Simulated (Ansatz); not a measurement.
A CCSD(T) single point on `N[SiH2]C[SiH3]`.

```yaml
crystal:
  periodic: [false, false, false]
  atoms:
    - {symbol: N, position_ang: [-1.094588, 2.073380, -0.827792]}
    - {symbol: Si, position_ang: [-0.789655, 0.385744, -0.669987]}
    - {symbol: C, position_ang: [0.555913, 0.092267, 0.589263]}
    - {symbol: Si, position_ang: [1.133843, -1.682542, 0.717777]}
    - {symbol: H, position_ang: [-1.537217, 2.413687, -1.666503]}
    - {symbol: H, position_ang: [-1.393158, 2.609883, -0.028641]}
    - {symbol: H, position_ang: [-0.375695, -0.085826, -2.018907]}
    - {symbol: H, position_ang: [-1.971234, -0.430245, -0.252996]}
    - {symbol: H, position_ang: [1.412367, 0.728217, 0.341774]}
    - {symbol: H, position_ang: [0.192955, 0.405754, 1.575068]}
    - {symbol: H, position_ang: [1.714288, -2.133523, -0.575646]}
    - {symbol: H, position_ang: [-0.001312, -2.581693, 1.059253]}
    - {symbol: H, position_ang: [2.173894, -1.829802, 1.772136]}
basis:
  gaussian: {orbitals: def2-TZVPP}
correlation: {method: ccsd_t}
output: {orbitals: {seedname: orbitals}}
```

```sh
$ ansatz run in.yaml --threads 4 --pin off --events-out ev --progress --plain --max-ram 10444MiB
```

The program prints (abridged):

```
Functional definition: HF
1537 factors; integrals over basis functions are off by at most 1.2e-3 eV
mean field evaluation 1: about -18377.5169 eV, gradient 4.1e1 eV
mean field evaluation 2: about -18377.7197 eV, gradient 4.1e1 eV
mean field evaluation 4: about -18381.8751 eV, gradient 3.8e0 eV
mean field evaluation 8: about -18381.9369 eV, gradient 2.2e-1 eV
mean field -18381.93707473 eV, -675.5237277719 hartree, gradient 8.9e-6 eV, S^2 0.000000; 0 other end points of the search recorded, 0 dependent functions left out
12 core orbitals not correlated: weight in the atoms' cores, before any rotation towards them, 1.000 or more for the frozen orbitals, at most 0.000 for the correlated occupied ones
reference -18381.93707473 eV, -675.5237277719 hartree; 13, 13 occupied and 247, 247 virtual orbitals, 1537 factors
second order -17.72021404 eV of doubles, -0.00000000 eV of singles
cycle   1  -18.73037219 eV  change    -1.0e0 eV  update   8.9e-2
cycle   2  -19.25060945 eV  change   -5.2e-1 eV  update   2.7e-2
cycle   3  -19.31110929 eV  change   -6.0e-2 eV  update   1.0e-2
cycle   4  -19.30534695 eV  change    5.8e-3 eV  update   2.7e-3
cycle   5  -19.30503928 eV  change    3.1e-4 eV  update   1.1e-3
cycle   6  -19.30492005 eV  change    1.2e-4 eV  update   2.9e-4
cycle   7  -19.30483283 eV  change    8.7e-5 eV  update   1.1e-4
cycle   8  -19.30484466 eV  change   -1.2e-5 eV  update   4.0e-5
cycle   9  -19.30485042 eV  change   -5.8e-6 eV  update   1.6e-5
perturbative correction -0.69332352 eV, -0.0254791696 hartree
Total energy: -18401.93524867 eV, -676.2586471089 hartree
```

It took 110 s on 4 threads of an AMD EPYC 7B13 on a shared host, with 6.8 GiB of host memory at the peak.

MP2 recovers 88.6 % of the CCSD(T) correlation energy and the triples give 3.5 %; T1 = 0.0103.
